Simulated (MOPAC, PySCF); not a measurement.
H₂AlClS₂, SMILES `[SH][Al]([SH])[Cl]` (H–S–Al–Cl torsion 0°, Cl–Al–S–H torsion 0°), neutral singlet in the gas phase. 

Cartesian coordinates (Å):
SMILES: [SH][Al]([SH])[Cl]
```xyz
6

S      1.9147    -0.9940     0.5001
Al     0.0265    -0.0531    -0.0236
S     -1.8198    -1.1503     0.3117
Cl    -0.0135     1.8805    -0.8385
H      2.6323     0.0743     0.1084
H     -2.5804    -0.1477    -0.1638
```
Charge 0, spin multiplicity 1.

All levels are single points at this geometry (B3LYP-D3(BJ)/def2-TZVP); Pople sets use spherical d functions. Orbital energies aren't observables, and empty levels follow the basis.

PBE-D3(BJ)/def2-TZVP in PySCF gives dipole (D) = 0.55.

Task: Estimate the dipole (D) from each of these levels: B3LYP-D3(BJ)/def2-TZVP in PySCF; B3LYP/6-31G* in PySCF; BP86/6-31G* in PySCF; M06-2X/6-31G* in PySCF; PBE/6-31G* in PySCF; SVWN5/6-31G* in PySCF; HF/3-21G in PySCF; HF/STO-3G in PySCF; AM1 in MOPAC; PM3 in MOPAC; PM6 in MOPAC; PM7 in MOPAC.

Result: 
```csv
level,dipole (D)
B3LYP-D3(BJ)/def2-TZVP in PySCF,0.56
B3LYP/6-31G* in PySCF,0.89
BP86/6-31G* in PySCF,0.90
M06-2X/6-31G* in PySCF,0.94
PBE/6-31G* in PySCF,0.92
SVWN5/6-31G* in PySCF,0.97
HF/3-21G in PySCF,1.32
HF/STO-3G in PySCF,0.79
AM1 in MOPAC,1.35
PM3 in MOPAC,0.72
PM6 in MOPAC,0.47
PM7 in MOPAC,1.97
```
